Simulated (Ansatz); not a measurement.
`C=[N][AlH][SiH2]Br` + `C=O` → `O=C[SiH2]Br` + `C=[N][AlH2]` at 700 K and 1 bar (formal exchange of groups at the Si–Al bond).

Calculated with Ansatz (gas phase, PBE0-D4/def2-TZVP geometries, no zero-point term in ΔE). CBS: MP2 limit from def2 TZ/QZ plus the TZ coupled-cluster correction, frozen cores. This one scheme is used for every species. For Br outer-core shells are correlated without core-valence functions, which leaves a few kJ/mol of doubt a bond. Scalar relativity is left out up to krypton. One conformer a species, not always the lowest.

| species | CCSD(T)/CBS energy (Eh) | H − E (kJ/mol) | S (J/(mol·K)) |
| --- | --- | --- | --- |
| `C=[N][AlH][SiH2]Br` | -3200.20880 | 231.2 | 526.1 |
| `C=O` | -114.39408 | 97.4 | 254.3 |
| `O=C[SiH2]Br` | -2977.43874 | 154.1 | 423.0 |
| `C=[N][AlH2]` | -337.15304 | 166.3 | 356.2 |

H − E and S are ideal-gas, rigid-rotor, harmonic terms from PBE0-D4/def2-TZVP, for one conformer and one mirror image of each species. 1 Eh = 2625.50 kJ/mol, R = 8.31446 J/(mol·K).

Problem. By hand: ΔE, ΔH, ΔS and ΔG.

Solution. ΔE = (-2977.43874) + (-337.15304) − (-3200.20880) − (-114.39408) = 0.01110 Eh = 29.1 kJ/mol. Δ(H − E) = 154.1 + 166.3 − 231.2 − 97.4 = -8.2, so ΔH = 20.9 kJ/mol. ΔS = 423.0 + 356.2 − 526.1 − 254.3 = -1.2 J/(mol·K). ΔG = 20.9 − 700 × (-1.2)/1000 = 21.7 kJ/mol.

Problem. By hand: the equilibrium constant, and the temperature at which ΔG would vanish if ΔH and ΔS stayed fixed.

Solution. log₁₀ K = −ΔG/(RT ln 10) = -1.6. ΔH and −TΔS have one sign here, so there is no such temperature. One of them is within its doubt of zero, so this could turn.

The number of gas molecules stays the same, so ΔS is small and ΔH decides. A doubt of 5 kJ/mol in ΔE shifts log₁₀ K by 0.4 here. Other conformers and mirror images would add mixing entropy, several J/(mol·K) or more a flexible species. Modes under 60 cm⁻¹, often nearly free rotors, make the harmonic entropy too high. These are equilibria of isolated gas molecules and say nothing of rates. Largest T1 diagnostic: 0.015 (customary marks: 0.02 for closed shells, 0.045 for open ones).
